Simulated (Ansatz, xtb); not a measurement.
C2H9AlOSi: where a starting geometry ends

The starting geometry of this gas-phase singlet was built from a drawn formula by distance geometry and a force field; its bonds are those of `[CH3][Al]([SiH3])[CH2]O`.

```csv
atom,x (Å),y (Å),z (Å)
C,-2.5005,1.2999,0.8116
C,-0.0640,1.4525,-1.6755
Al,-0.5803,1.0590,0.2561
O,0.4004,0.3050,-2.2780
Si,1.0461,0.3853,1.7573
H,-2.5610,1.0870,1.9199
H,-3.1769,0.6739,0.1994
H,-2.8038,2.3608,0.6715
H,0.4741,0.1590,3.0716
H,1.6493,-0.8867,1.2386
H,2.1512,1.3929,1.8300
H,0.6475,2.2928,-1.7013
H,-1.0052,1.7919,-2.2419
H,1.3404,0.1897,-1.9917
```

Problem. Predict what it relaxes into with r2SCAN-D4/def2-SVP.

Solution. A new bond forms, giving a structure given below by its coordinates. Distances that change by over a tenth: C2–O4 (1.38 → 1.53 Å). Contacts that close: Al3–O4 (2.82 → 1.99 Å).

The energy falls by 0.80 eV over 33 steps:

```json
{"step": "1", "E − E(last) (eV)": "0.798"}
{"step": "5", "E − E(last) (eV)": "0.336"}
{"step": "8", "E − E(last) (eV)": "0.113"}
{"step": "12", "E − E(last) (eV)": "0.028"}
{"step": "15", "E − E(last) (eV)": "0.019"}
{"step": "19", "E − E(last) (eV)": "0.013"}
{"step": "22", "E − E(last) (eV)": "0.005"}
{"step": "26", "E − E(last) (eV)": "0.001"}
{"step": "29", "E − E(last) (eV)": "0.000"}
{"step": "33", "E − E(last) (eV)": "0.000"}
```

Final geometry (Å):

```yaml
atoms:
  - { symbol: C, position_ang: [-2.4829, 1.3691, 0.7025] }
  - { symbol: C, position_ang: [-0.0190, 1.5656, -1.6633] }
  - { symbol: Al, position_ang: [-0.6087, 1.1989, 0.1727] }
  - { symbol: O, position_ang: [-0.3798, 0.0959, -1.4641] }
  - { symbol: Si, position_ang: [1.2445, 0.6042, 1.6719] }
  - { symbol: H, position_ang: [-2.8114, 0.5422, 1.3549] }
  - { symbol: H, position_ang: [-3.1539, 1.3918, -0.1729] }
  - { symbol: H, position_ang: [-2.6568, 2.3024, 1.2670] }
  - { symbol: H, position_ang: [0.9206, -0.4771, 2.6628] }
  - { symbol: H, position_ang: [2.4207, 0.0957, 0.8791] }
  - { symbol: H, position_ang: [1.7645, 1.7628, 2.4734] }
  - { symbol: H, position_ang: [1.0422, 1.6429, -1.9391] }
  - { symbol: H, position_ang: [-0.6560, 1.9389, -2.4768] }
  - { symbol: H, position_ang: [0.3933, -0.4706, -1.6007] }
```

From the same start GFN2-xTB reaches the same bonding as this run.

The end wasn't checked by frequencies. Run with Ansatz 0.2.0, 3.1 min on 2 threads of AMD EPYC 7R43 64-Core Processor (Zen 3) (shared host).
